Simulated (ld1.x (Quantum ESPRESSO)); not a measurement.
## What one change does to a pseudopotential (La (Z = 57), TM)

```
Element                 : lanthanum
Generator               : ld1.x (Quantum ESPRESSO) 7.5
Type                    : norm-conserving Troullier–Martins (Kleinman–Bylander form)
Functional              : PBE
Relativity              : scalar-relativistic
Frozen core             : [Kr] 4d10 5s2
Valence charge          : 9
Reference configuration : 4f0 5p6 5d1 6s2 6p0
Partial waves           : 5p (bound): rc 2.65 bohr; 5d (bound): rc 3.40 bohr; 4f (bound, empty): rc 1.90 bohr; 6s (bound): rc 3.25 bohr
Local potential         : the s channel
Core correction         : a·sin(br)/r model core, default radius (core density twice the valence density)
```

Change: all radii but the core radius scaled by about 1.24 (s 4.04, p 3.30, d 4.22, f 2.36 bohr).

Cutoffs: the cutoffs (Ry, on a coarse ladder) from which the occupation-weighted sum of valence levels, in a spherical-Bessel basis at the reference potential, stays within 10 and 1 mRy of its value at 400 Ry; they do not see the model core or the augmentation charge, which bear on the density cutoff. Errors are all-electron minus pseudo energies relative to the spin-unpolarised reference configuration.

Q: How do hardness, ghosts and transferability respond?

A: The potential gets softer (15 Ry and 21 Ry → 12 Ry and 18 Ry); of the 7 tests that both files solve, the error grows in 3 and shrinks in 1 by more than 15 % and 0.3 meV (median size 340.4 → 31.1 meV); neither file shows a bound ghost. A larger radius leaves more room for a smooth pseudo-wave, so fewer plane waves are needed.

| quantity | base | changed |
| --- | --- | --- |
| cutoff, loose | 15 Ry | 12 Ry |
| cutoff, tight | 21 Ry | 18 Ry |
| loose cutoff by channel (10 mRy a level) | p 10 Ry, d 10 Ry, s 6 Ry | p 10 Ry, d 8 Ry, s 6 Ry |
| bound ghosts | none | none |
| error for 4f0 5p6 5d1 6s1 6p0, meV [ΔE 5.97 eV] | -1.1 | -2.1 |
| error for 4f0 5p6 5d1 6s0 6p0, meV [ΔE 16.85 eV] | -19 | -24 |
| error for 4f0 5p6 5d0 6s0 6p0, meV [ΔE 35.80 eV] | -14 | +31 |
| error for 4f0 5p6 5d1 6s0 6p2, meV [ΔE 4.85 eV] | -777 | -805 |
| error for 4f1 5p6 5d0 6s1 6p0, meV [ΔE 6.23 eV] | -384 | -26 |
| error for 4f0 5p6 5d1 6s1 6p1, meV [ΔE 2.38 eV] | -340 | -352 |
| error for 4f0 5p6 5d1 6s0 6p1, meV [ΔE 8.92 eV] | -580 | -602 |

Base: The cutoffs count occupied waves only; the empty 4f level needs 100 Ry at the loose tolerance. Changed file: The cutoffs count occupied waves only; the empty 4f level needs 70 Ry at the loose tolerance.
